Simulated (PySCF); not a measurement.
Assignment exercise: C₂H₇F₃NPSi₂

Numbering as in the mapped SMILES `[F:1][C:2]([F:3])([F:4])/[CH:5]=[P:6]\[N:7]([SiH3:8])[SiH3:9]`. Hydrogens are named by the atom that carries them.

Theoretical values (PySCF): structure optimised with GFN2-xTB, shieldings: GIAO PBE0/pcSseg-1. In vacuum, one averaged value for each set of equivalent atoms, one conformer, non-relativistic.

Shifts are taken against calculated references (same method and geometry level): ¹³C (186.93 ppm) and ¹H (31.72 ppm) against TMS.

(1) Assign these signals to the numbered atoms. ¹³C{¹H} NMR (computed): δ 165.7, 132.5.

(2) Assign these signals to the numbered atoms. ¹H NMR (600 MHz, computed): δ 7.86 (m, 1H), 4.94 (m, 6H).

Answers

(1) 
| δ (ppm) | atoms | environment | reason |
| --- | --- | --- | --- |
| 165.7 | C5 | carbon double-bonded to a heavier main-group atom | – |
| 132.5 | C2 | CF3 carbon | 3 electronegative neighbours deshield it |

(2) 
| δ (ppm) | atoms | environment | reason |
| --- | --- | --- | --- |
| 7.86 | H(C5) | hydrogen on a carbon double-bonded to a heavier main-group atom | – |
| 4.94 | H(Si8)/H(Si9) | hydrogen on a silicon bonded to N | – |

Splittings by ¹⁹F and ³¹P in the carbon and heteronuclear signals aren't shown, as no couplings were computed. Shifts are as computed. Against solution values, carbons near 30 ppm lie about +3 ppm off and those near 130 ppm about +5 ppm. Of 1211 compounds with measured shifts, 218 miss one by over three times the rms of a fit or turn the order of signals round; such compounds aren't used in these exercises. Multiplicities follow the n + 1 count of equivalent neighbours, as no J values were calculated; m marks all less simple cases, F and P coupling included.
